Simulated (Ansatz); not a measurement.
Ansatz (a program for electronic structure) input (B3LYP-D3(BJ)/def2-TZVP):

Ansatz 0.2 input:
```yaml
crystal:
  periodic: [false, false, false]
  atoms:
    - {symbol: C, position_ang: [0.92635203, 0.01535169, -0.54096364]}
    - {symbol: C, position_ang: [-0.04821915, -0.07319531, 0.34347441]}
    - {symbol: O, position_ang: [-1.42728643, 0.10006998, -0.09330357]}
    - {symbol: H, position_ang: [1.92946101, -0.14557999, -0.02478737]}
    - {symbol: H, position_ang: [-0.11384386, -0.26273110, 1.44750109]}
    - {symbol: H, position_ang: [-1.31497529, 0.25870895, -1.03851036]}
basis:
  gaussian:
    orbitals: def2-TZVP
hamiltonian:
  xc: b3lyp
  dispersion: d3bj
total_charge: -1
relax: {f_tol: 0.002, max_steps: 150}
```

End of the output:

```
integrals: 0.02 GiB planned
643 factors; their error is unknown
mean field: 0.29 GiB planned
mean field -4169.60902872 eV, -153.2303055429 hartree, gradient 1.3e-5 eV, S^2 0.000000; 0 other end points of the search recorded, 0 dependent functions left out
the calculation of the forces begins
reference -4169.60922832 eV, -153.2303128783 hartree; 12, 12 occupied and 99, 99 virtual orbitals, 643 factors
relax step   6: F+E_penalty+E_count = -4169.73278914 eV  Δ(F+E_penalty+E_count) = -2.847e-5 eV  max|allowed force component| = 1.231e-2 eV/Å  Δτ_max = 0.0030 Å  (33 SCF iters, accepted)
these checks for a lower state are left out or cut short: starts, cluster_reference, orbital_swaps, neighbouring_geometries, increment
integrals: 0.02 GiB planned
643 factors; their error is unknown
mean field: 0.29 GiB planned
mean field -4169.60905072 eV, -153.2303063513 hartree, gradient 1.3e-5 eV, S^2 0.000000; 0 other end points of the search recorded, 0 dependent functions left out
the calculation of the forces begins
reference -4169.60925036 eV, -153.2303136881 hartree; 12, 12 occupied and 99, 99 virtual orbitals, 643 factors
relax step   7: F+E_penalty+E_count = -4169.73279855 eV  Δ(F+E_penalty+E_count) = -9.417e-6 eV  max|allowed force component| = 1.808e-3 eV/Å  Δτ_max = 0.0012 Å  (34 SCF iters, accepted)
integrals: 0.02 GiB planned
643 factors; their error is unknown
mean field: 0.29 GiB planned
mean field evaluation 64: about -4169.6088 eV, gradient 4.0e-1 eV
mean field -4169.60905072 eV, -153.2303063513 hartree, gradient 1.3e-5 eV, S^2 0.000000; 1 other end points of the search recorded, 0 dependent functions left out
the calculation of the forces begins
reference -4169.60925036 eV, -153.2303136881 hartree; 12, 12 occupied and 99, 99 virtual orbitals, 643 factors
Total energy: -4169.73299820 eV, -153.2348613372 hartree
Atom 0 at     0.938156     0.012291    -0.529252 Å, force    -0.000075     0.000031    -0.000297 eV/Å
Atom 1 at    -0.067208    -0.069243     0.330343 Å, force     0.000086     0.000251    -0.001486 eV/Å
Atom 2 at    -1.428485     0.097472    -0.078512 Å, force    -0.000112    -0.000301     0.001808 eV/Å
Atom 3 at     1.900977    -0.145986    -0.011069 Å, force    -0.000178     0.000003     0.000182 eV/Å
Atom 4 at    -0.089679    -0.258178     1.411515 Å, force    -0.000492    -0.000078     0.000609 eV/Å
Atom 5 at    -1.302272     0.256268    -1.029615 Å, force     0.000771     0.000095    -0.000817 eV/Å
Dipole moment:    -0.481864    -0.033448     0.380023 e Å
```

It need not be the lowest isomer of its formula. Whether it binds its extra electron was not tested at this geometry.
